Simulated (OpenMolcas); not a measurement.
A run on Tm2+ with 8 ligands (fluoride) in cubic eightfold coordination (Oh) at 2.47 Å. A charge of +0.75 e stands 2.8 Å behind each ligand. Ligand basis ANO-RCC-VDZP.

```json
{
  "Program": "OpenMolcas",
  "Method": "CASSCF",
  "Basis": "ANO-RCC-VDZP [7s6p4d2f1g]",
  "Scalar Hamiltonian": "DKH2, point nucleus",
  "Active space": "13 electrons in 7 orbitals (4f)",
  "State averaging": "2S+1 = 2 odd, 7 roots",
  "Spin-orbit coupling": "state interaction with AMFI integrals over the reference wave functions"
}
```

180 basis functions. Blocks (2S+1, parity, CSFs, roots kept): 2, odd, 7, 7.

**Question.** How long do the RASSCF and RASSI steps take on 1 thread of Arm Neoverse V2, with other jobs on the host?

**Answer.** About 38 s of wall time, without the integral step.
